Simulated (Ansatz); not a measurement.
Harmonic frequencies (cm⁻¹) at PBE0-D4/def2-TZVP from Ansatz: 86, 93, 102, 309, 390, 410, 426, 463, 562, 589, 702, 706, 867, 880, 918, 936, 937, 941, 944, 2200, 2209, 2213, 2217, 2224, 2225, 2227, 2230.

(1) Which molecule is it?
A. `C=C[Si](F)(Cl)Cl`
B. `F[Si](F)(F)[SiH3]`
C. `[SiH3][SiH2][SiH3]`
D. `CO[SiH2]C`

Answers

(1) C.
